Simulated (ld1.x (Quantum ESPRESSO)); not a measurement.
Mg: one change to a TM potential, before and after

```
Element                 : magnesium
Generator               : ld1.x (Quantum ESPRESSO) 7.5
Type                    : norm-conserving Troullier–Martins (Kleinman–Bylander form)
Functional              : PBE
Relativity              : scalar-relativistic
Frozen core             : [Ne]
Valence charge          : 2
Reference configuration : 3s2 3p0
Partial waves           : 3s (bound): rc 1.95 bohr; 3p (bound, empty): rc 2.70 bohr; 3d channel at 0.5 Ry: rc 2.25 bohr
Local potential         : the d channel
Core correction         : Bessel-smoothed model core, default radius (core density twice the valence density)
```

Change: wave 3s (bound): rc 1.95 bohr becomes 3s (bound): rc 2.90 bohr.

Cutoffs: the cutoffs (Ry, on a coarse ladder) from which the occupation-weighted sum of valence levels, in a spherical-Bessel basis at the reference potential, stays within 10 and 1 mRy of its value at 400 Ry; they do not see the model core or the augmentation charge, which bear on the density cutoff. Errors are all-electron minus pseudo energies relative to the spin-unpolarised reference configuration.

Question: Predict the effect on cutoff, ghosts and configuration errors.

Answer: The potential gets softer (6 Ry and 18 Ry → 6 Ry and 12 Ry); of the 5 tests that both files solve, the error grows in 3 and shrinks in 1 by more than 15 % and 0.3 meV (median size 1.1 → 5.9 meV); neither file shows a bound ghost. A larger radius leaves more room for a smooth pseudo-wave, so fewer plane waves are needed.

| quantity | base | changed |
| --- | --- | --- |
| cutoff, loose | 6 Ry | 6 Ry |
| cutoff, tight | 18 Ry | 12 Ry |
| bound ghosts | none | none |
| error for 3s1 3p0, meV [ΔE 7.96 eV] | +3.4 | +0.8 |
| error for 3s1.5 3p0, meV [ΔE 3.14 eV] | +0.8 | +0.6 |
| error for 3s1 3p1, meV [ΔE 3.49 eV] | -1.1 | -5.9 |
| error for 3s0 3p1, meV [ΔE 12.33 eV] | -0.8 | -30 |
| error for 3s0 3p2, meV [ΔE 7.18 eV] | -6.4 | -32 |
